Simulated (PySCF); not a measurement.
**Correlation energy of Kr²⁺ (krypton, charge +2)**

[Ar] 3d10 4s1 4p5, high-spin 3P determinant (an excited configuration). Computed with PySCF 2.14 in x2c-QZVPPall (11s8p5d4f1g, 97 functions), with scalar relativity by spin-free X2C-1e. Frozen: [Ar] 3d10; 6 electrons correlated.

MP2 pair energies summed by pair of shells (mhartree):

| pair | energy | share (%) |
| --- | --- | --- |
| 4p-4p | -146.99 | 88.7 |
| 4s-4p | -18.72 | 11.3 |

Total MP2 correlation energy: -165.71 mhartree.

Same-spin part -29.12 and opposite-spin part -136.59 mhartree; SCS-MP2 scales them by 1/3 and 6/5 to -173.61 mhartree.
